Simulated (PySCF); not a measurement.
HSSi, SMILES [Si]=[SH+] (connectivity only; charge and spin as stated), charge +1, multiplicity 1.

Coordinates come from a PBE0-D3(BJ)/def2-TZVP optimisation. The isomer is the one that the SMILES or the coordinates give; other isomers of the formula were not compared.

Two levels are set side by side: PBE/def2-TZVPD (PySCF) and M06-2X/def2-TZVPD (PySCF). Same geometry, gas phase. Differences are taken from unrounded values.

```csv
quantity,PBE
orbital gap (eV),3.26
highest occupied level (eV),-13.71
lowest empty level (eV),-10.45
mean polarisability (bohr³),40.0
```

### Question
These are the PBE values. What does M06-2X give? (An estimate is asked for; the answer gives what the named calculation found.)

### Answer

```json
[
 {"quantity": "orbital gap (eV)", "M06-2X": "7.20", "PBE minus M06-2X": "-3.94"},
 {"quantity": "highest occupied level (eV)", "M06-2X": "-15.81", "PBE minus M06-2X": "2.10"},
 {"quantity": "lowest empty level (eV)", "M06-2X": "-8.61", "PBE minus M06-2X": "-1.85"},
 {"quantity": "mean polarisability (bohr³)", "M06-2X": "39.3", "PBE minus M06-2X": "0.7"}
]
```

Without exact exchange PBE keeps part of each electron's self-repulsion, which lifts occupied levels and narrows the gap. Differences between two approximate levels are no errors against the true value.

Rough cost on one machine, each run with all the roots and properties that it gave: M06-2X against PBE about 4 times.
